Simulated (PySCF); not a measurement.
Radial density of P⁻ (phosphorus, charge -1)

CAM-B3LYP, [Ne] 3s2 3p4, high-spin 3P determinant. Computed with PySCF 2.14 in dyall-av3z, with scalar relativity by spin-free X2C-1e.

| r (bohr) | 4πr²ρ (e/bohr) | 4πr²(ρα − ρβ) |
| --- | --- | --- |
| 0.00175 | 0.09254 | 0.0000 |
| 0.00294 | 0.2448 | 0.0000 |
| 0.00494 | 0.6336 | 0.0000 |
| 0.00831 | 1.580 | -0.0001 |
| 0.0140 | 3.693 | -0.0002 |
| 0.0235 | 7.724 | -0.0001 |
| 0.0396 | 13.39 | 0.0012 |
| 0.0665 | 17.08 | 0.0095 |
| 0.112 | 14.16 | 0.0429 |
| 0.188 | 10.94 | 0.1204 |
| 0.317 | 15.39 | 0.1614 |
| 0.533 | 12.20 | 0.0246 |
| 0.896 | 3.276 | 0.1362 |
| 1.51 | 2.654 | 0.7705 |
| 2.53 | 1.850 | 0.6859 |
| 4.26 | 0.4320 | 0.1604 |
| 7.17 | 0.04678 | 0.0058 |
| 12.1 | 0.001342 | -0.0002 |

Densities and radii are taken from the X2C orbitals without a picture-change correction, which distorts them close to the nucleus.

The outer electron is barely bound at this level, so radii and moments hang on the diffuse functions.
